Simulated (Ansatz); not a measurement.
Computed with Ansatz on PBE0-D4/def2-TZVP structures; ΔE is electronic, products minus reactants. CCSD(T)/CBS is the MP2 limit (def2-TZVPP, def2-QZVPP) plus CCSD(T) − MP2 in def2-TZVPP, frozen cores. This one scheme is used for every species. Each species was taken in one conformer, which may not be the lowest.

`CC(C)O[Si]Cl` + H₂ → `CC(C)O[SiH]` + HCl  (hydrogenolysis of the Si–Cl bond)

```
       species  CCSD(T)/CBS(def2) energy (Eh)
`CC(C)O[Si]Cl`                     -942.47258
            H₂                       -1.17544
 `CC(C)O[SiH]`                     -483.21260
           HCl                     -460.38127
```

Work out ΔE.

ΔE = (-483.21260) + (-460.38127) − (-942.47258) − (-1.17544) = 0.05415 Eh = +142.2 kJ/mol.

Largest T1 diagnostic among the species: 0.014.

From BLYP to BHLYP (50 % exact exchange), in def2-TZVPP and without D4, ΔE moves by −4.2 kJ/mol. The D4 term adds +8.9 kJ/mol with B3LYP and +4.9 kJ/mol with PBE0; it sums over pairs of atoms, weighted by their polarisabilities, and B3LYP, whose exchange is more repulsive, gets the larger term. In def2-TZVPP, CCSD(T) changes the Hartree–Fock value by +10.4 kJ/mol (the triples alone add +5.0 kJ/mol) and MP2 by +23.2 kJ/mol.

B3LYP here is the variant with VWN-RPA as its local correlation; programs differ in this.
